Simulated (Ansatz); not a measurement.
Ansatz (a first-principles code) input file for C₂H₇F₂NSi, SMILES [SiH2](N)CC(F)F, CAM-B3LYP/def2-SVPD. Geometry: PBE0-D3(BJ)/def2-SVP. The structure was generated by enumeration, and PubChem lists no compound with its InChIKey, so it may never have been made. The values are those of a single conformer.

Ansatz 0.2 input:
```yaml
crystal:
  periodic: [false, false, false]
  atoms:
    - {symbol: N, position_ang: [2.80778656, 0.17063312, -0.00000001]}
    - {symbol: Si, position_ang: [1.19379666, -0.45013099, 0.00000001]}
    - {symbol: C, position_ang: [-0.13694267, 0.91733365, -0.00000001]}
    - {symbol: C, position_ang: [-1.56174430, 0.43622042, -0.00000000]}
    - {symbol: F, position_ang: [-1.79872298, -0.33220877, -1.09234532]}
    - {symbol: F, position_ang: [-1.79872298, -0.33220876, 1.09234532]}
    - {symbol: H, position_ang: [3.21087426, 0.57596623, 0.83609468]}
    - {symbol: H, position_ang: [3.21087426, 0.57596622, -0.83609469]}
    - {symbol: H, position_ang: [1.02578306, -1.27501480, -1.23055466]}
    - {symbol: H, position_ang: [1.02578306, -1.27501479, 1.23055468]}
    - {symbol: H, position_ang: [0.01903225, 1.55696031, 0.88439136]}
    - {symbol: H, position_ang: [0.01903224, 1.55696029, -0.88439138]}
    - {symbol: H, position_ang: [-2.30990285, 1.25001190, -0.00000001]}
basis:
  gaussian:
    orbitals: def2-SVPD
hamiltonian:
  xc: {name: CAM-B3LYP}
```

Log of the run:

```
WARN ansatz: RAYON_NUM_THREADS=2 ignored (pool sized by the plan → 2); use --threads N
Functional definition: CAM-B3LYP
integrals: 0.15 GiB planned
1568 factors; their error is unknown
integrals: 0.18 GiB planned
654 factors; integrals over basis functions are off by at most 1.9e-5 eV
mean field: 1.50 GiB planned
mean field evaluation 1: about -16971.9451 eV, gradient 6.0e1 eV
mean field evaluation 2: about -16970.6655 eV, gradient 6.5e1 eV
mean field evaluation 4: about -16978.8290 eV, gradient 2.3e0 eV
mean field evaluation 8: about -16978.8393 eV, gradient 1.4e-1 eV
mean field evaluation 16: about -16978.8777 eV, gradient 1.0e-4 eV
mean field -16978.87773299 eV, -623.9622479908 hartree, gradient 2.1e-5 eV, S^2 0.000000; 0 other end points of the search recorded, 0 dependent functions left out
reference -16978.87788368 eV, -623.9622535286 hartree; 29, 29 occupied and 157, 157 virtual orbitals, 1568 factors
Total energy: -16978.87788368 eV, -623.9622535286 hartree
```

The run converged.

Cost: roughly 10 core-seconds.
